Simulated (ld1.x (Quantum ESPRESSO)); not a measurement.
# An all-electron radial function and its pseudo partner (nickel)

Columns: radius, all-electron u(r) and pseudo u(r) of the 4s shell (level -33.23 eV) of nickel in the configuration [Ar] 3d7 4s0 4p0; Wu–Cohen, scalar-relativistic, TM semilocal scheme, ld1.x (Quantum ESPRESSO) 7.5.

```
r (bohr)  all-electron   pseudo
   0.098       -0.1173  -0.0181
   0.195       -0.2193  -0.0370
   0.292        0.0017  -0.0576
   0.390        0.2418  -0.0812
   0.488        0.3717  -0.1087
   0.585        0.3828  -0.1409
   0.682        0.3079  -0.1792
   0.780        0.1809  -0.2249
   0.878        0.0307  -0.2782
   0.975       -0.1214  -0.3384
   1.072       -0.2651  -0.4047
   1.170       -0.3948  -0.4756
   1.268       -0.5055  -0.5468
   1.365       -0.5952  -0.6133
   1.463       -0.6660  -0.6724
   1.560       -0.7177  -0.7193
   1.658       -0.7532  -0.7534
   1.755       -0.7736  -0.7736
   1.852       -0.7819  -0.7819
   1.950       -0.7797  -0.7797
   2.047       -0.7690  -0.7690
   2.145       -0.7511  -0.7511
   2.242       -0.7279  -0.7279
   2.340       -0.7000  -0.7000
   2.438       -0.6687  -0.6687
   2.535       -0.6355  -0.6355
```

(1) How many radial nodes do the two functions have?

(2) At about which radius was the pseudo-wave matched?

(3) Where does each function peak?

(4) Is the pseudo-wave norm-conserving?

## Answers

(1) The all-electron 4s function has n − l − 1 = 3 (the table is too coarse to show those close to the nucleus); the pseudo-wave has 0, since the states of the same l below it are removed with the core.

(2) 1.95 bohr. The columns agree to 0.0005 from 1.66 bohr on; several derivatives are matched, so the curves merge somewhat inside the radius.

(3) Outermost all-electron maximum near 1.85 bohr, pseudo maximum near 1.85 bohr (to the table’s step).

(4) Yes: the TM semilocal scheme keeps the norm inside the radius equal to the all-electron one, which fixes the energy derivative of the logarithmic derivative at the level.
